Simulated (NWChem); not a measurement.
Species: CH2NO, doublet; SMILES [NH]C=O

```xyz
5

N      0.1653    -1.1359    -0.0373
C     -0.4519     0.0440     0.0306
O      0.2451     1.0872    -0.0194
H      1.1597    -1.0846     0.2526
H     -1.5664     0.0741    -0.0199
```
Atoms are numbered in this order, from 1.

The geometry was optimised at PBE-D3(BJ)/def2-SVP, spin-unrestricted. The determinant is spin-contaminated (<S²> = 0.98). No stability test was run on the SCF state.

**Question.** List the 4 lowest vertical excitations from UHF/6-31+G* (spherical d), CIS (NWChem).

**Answer.** 
```csv
state,energy (eV),oscillator strength,<S²>
state 1,1.39,0.001,1.11
state 2,2.74,0.007,1.15
state 3,5.95,0.095,1.16
state 4,6.55,0.007,1.40
```
